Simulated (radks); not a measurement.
Problem. Pd V, 42 electrons, occupied as [Kr] 4d6 (the NIST ground configuration). Calculated with a radial shooting solver on a logarithmic mesh with Libxc functionals: Dirac Kohn-Sham, LDA (Slater exchange, Perdew-Wang correlation), spin-unpolarised, spherical densities, point nucleus; open shells fill j = l - 1/2 first. Some entries of the table are withheld. Estimate them.

| orbital | occ. | eigenvalue (eV) | <1/r> (bohr^-1) |
|---|---|---|---|
| 1s1/2 | 2 | -24181.58 | 48.19 |
| 2s1/2 | 2 | -3581.907 | 11.08 |
| 2p1/2 | 2 | -3328.766 | 11.06 |
| 2p3/2 | 4 | -3169.624 | 10.42 |
| 3s1/2 | 2 | -694.0251 | (1) |
| 3p1/2 | 2 | (2) | 3.766 |
| 3p3/2 | 4 | (3) | 3.610 |
| 3d3/2 | 4 | -388.6041 | (4) |
| 3d5/2 | 6 | -383.0582 | (5) |
| 4s1/2 | 2 | -142.9036 | 1.488 |
| 4p1/2 | 2 | -111.3447 | (6) |
| 4p3/2 | 4 | -106.5886 | (7) |
| 4d3/2 | 4 | (8) | (9) |
| 4d5/2 | 2 | (10) | (11) |

Solution. 
(1) 3s1/2 <1/r> (bohr^-1): 3.858
(2) 3p1/2 eigenvalue (eV): -594.0392
(3) 3p3/2 eigenvalue (eV): -566.2711
(4) 3d3/2 <1/r> (bohr^-1): 3.445
(5) 3d5/2 <1/r> (bohr^-1): 3.404
(6) 4p1/2 <1/r> (bohr^-1): 1.376
(7) 4p3/2 <1/r> (bohr^-1): 1.328
(8) 4d3/2 eigenvalue (eV): -57.7486
(9) 4d3/2 <1/r> (bohr^-1): 1.062
(10) 4d5/2 eigenvalue (eV): -57.1176
(11) 4d5/2 <1/r> (bohr^-1): 1.051
